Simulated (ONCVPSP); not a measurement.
# Br (Z = 35): ONCV pseudisation with PBE, scalar-relativistic reference atom.

```json
{"Element": "bromine (Br)", "Generator": "ONCVPSP 4.0.1", "Type": "optimised norm-conserving Vanderbilt (ONCV)", "Functional": "PBE", "Relativity": "scalar-relativistic", "Frozen core": "[Ar] 3d10", "Valence charge": "7", "Reference configuration": "4s2 4p4 (charge +1)", "Partial waves": "4s: rc 1.25 bohr, ncon 5, nbas 8, qcut 5.1 1/bohr, 2 projectors, debl 2 Ha; 4p: rc 1.20 bohr, ncon 4, nbas 7, qcut 6.8 1/bohr, 2 projectors, debl 3.4 Ha; d scattering state at 0.3 Ha: rc 1.20 bohr, ncon 3, nbas 6, qcut 8.2 1/bohr, 1 projector", "Local potential": "polynomial inside 1.00 bohr (lpopt 5, dvloc0 0 Ha)", "Core correction": "Teter function, fcfact 3.25, rcfact 1.55"}
```

Calculated quality:

| Property | Result |
| --- | --- |
| Cutoffs needed | 95 Ha and 111 Ha (the cutoffs (Ha) at which the residual kinetic energy of the hardest occupied pseudo-wave falls to 1 and 0.1 mHa per electron) |
| Ghost test | ghosts flagged at negative energy: s at -318.0 eV, p at -146.7 eV; GHOST(+) flagged for s at 104.1 eV; a true bound ghost makes a file unfit for plane-wave use |
| Largest excitation error | -106 meV (all-electron minus pseudo) for 4s2 4p2, out of 4 test configurations |
| rms error of d²Exc/dni dnj | 4.23 mHa without and 2.46 mHa with the model core |

Generation and tests took about 3.3 s on one core of a shared server CPU.
